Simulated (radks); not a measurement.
Problem. Numerical settings for neutral rhodium, [Kr] 4d8 5s1. Calculated with a radial shooting solver on a logarithmic mesh with Libxc functionals: scalar-relativistic Kohn-Sham, SCAN, spin-unpolarised, spherical densities, finite nucleus; meta-GGA in the generalised Kohn-Sham scheme; Fermi nuclear charge, rms radius 4.4945 fm. The defaults (mesh step 0.008 in ln r, mesh end at 40 bohr or more with all orbitals vanishing there, Anderson mixing 0.5 over 9 steps, residual threshold near 1e-9 with the energy settled to 1e-9 hartree or 1e-11 of itself, here a cap of 79 iterations) give E = -4785.037 hartree and 5s at -4.310 eV in 13 iterations. Run on one thread of a shared host, so times are rough (Arm Neoverse V2): 0.1 s of CPU time, 0.1 s wall, 13 iterations on 2437 mesh points. One setting is changed at a time: mesh step in ln r 0.12; mesh step in ln r 0.02; mesh step in ln r 0.012; mesh end (bohr) 3; mesh end (bohr) 1; residual threshold 1e-16; residual threshold 0.1; mixing 0.2; linear mixing, mixing 1; linear mixing, mixing 0.2; mixing history 3; iteration cap 3. Which runs fail to converge, and which converge to a wrong energy?

Solution. Not converged within the cap: mesh step in ln r 0.12; residual threshold 1e-16; linear mixing, mixing 1; iteration cap 3. Settled on a wrong energy, with an occupied level pushed above zero by the early mesh end: mesh end (bohr) 3 (+1.61 hartree); mesh end (bohr) 1 (+216 hartree). Apart from these: settings that end as converged yet miss the energy by more than 1 mhartree: mesh step in ln r 0.012 (-0.0038 hartree).
